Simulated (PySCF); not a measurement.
Te(I)(OMe) (CH3IOTe), SMILES O([Te]I)C.

Coordinates come from a B3LYP-D3(BJ)/def2-SVP optimisation. The structure was generated by enumeration, and PubChem lists no compound with its InChIKey, so it may never have been made. The def2 effective core potentials stand for the cores of I, Te; spin–orbit coupling is left out. The values are those of a single conformer.

Level of theory: M06-2X/def2-TZVP (PySCF).

Computed frontier levels, gap, dipole moment and polarisability:
| Property | Value |
|---|---|
| highest occupied level | -7.52 eV |
| lowest empty level | -2.04 eV |
| orbital gap | 5.47 eV |
| dipole moment | 1.59 D |
| quadrupole, principal values (traceless, Buckingham form, about the centre of nuclear charge) | -8.38, 2.99, 5.39 D·Å |
| mean static polarisability | 86.5 bohr³ (12.82 Å³) |
| polarisability, principal values | 58.9, 81.0, 119.5 bohr³ |
